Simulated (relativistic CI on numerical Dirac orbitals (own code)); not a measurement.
**Ce²⁺: 4d photoemission**

Computed with this model: Dirac-Coulomb-Breit CI, orbitals from a KLI potential per configuration, QED by a radiative potential, valence Slater integrals scaled by 0.8, multiplet model of photoemission in the sudden approximation; configurations [Xe] 4f2 → [Kr] 4d9 4f2 5s2 5p6; 80 K; Lorentzian 1.4 eV and Gaussian 0.6 eV FWHM. Energies are those of the free ion, without screening or charge transfer. The energies are binding energies and can lie tens of eV above those of solids. S is read from ⟨S²⟩ = S(S + 1).

free ion: ground-state S = 0.98, centroid 126.20 eV. Peaks (eV, height): 123.6 (100), 143.2 (10), 149.4 (7).

Strongest unbroadened transitions for free ion:

| Energy (eV) | Relative strength |
| --- | --- |
| 120.92 | 24.9 |
| 121.02 | 19.4 |
| 122.86 | 14.2 |
| 123.07 | 17.0 |
| 123.25 | 100.0 |
| 123.62 | 17.4 |
| 123.74 | 15.5 |
| 123.94 | 34.1 |
| 124.32 | 62.7 |
| 124.36 | 22.1 |
| 125.68 | 36.6 |
| 125.73 | 21.3 |
| 125.89 | 26.6 |
| 126.76 | 43.8 |
| 128.06 | 33.6 |
| 128.47 | 19.7 |
| 143.16 | 25.7 |
| 149.39 | 16.5 |
